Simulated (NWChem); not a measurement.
HSF$_{2}$ cation; SMILES [SH+](F)F

```xyz
4

F     -0.4891    -0.0220    -1.2029
S      0.4827    -0.0317     0.0000
F     -0.4891    -0.0220     1.2029
H      0.7424     1.3230     0.0000
```
Atoms are numbered in this order, from 1.

Results from NWChem. All runs use the structure optimised with PBE0/def2-SVP. Level: M06-2X/def2-SVP with SMD (1 M gas to 1 M solution), gas-phase geometry. Reactions with the solvent are ignored.

For solvent benzene:

```yaml
solvation free energy (kcal/mol): -38.9
cavity-dispersion-structure term (kcal/mol): -0.3
```

Task: Estimate the same quantities for solvent water.

Result: solvation free energy (kcal/mol): -66.0
cavity-dispersion-structure term (kcal/mol): 2.4
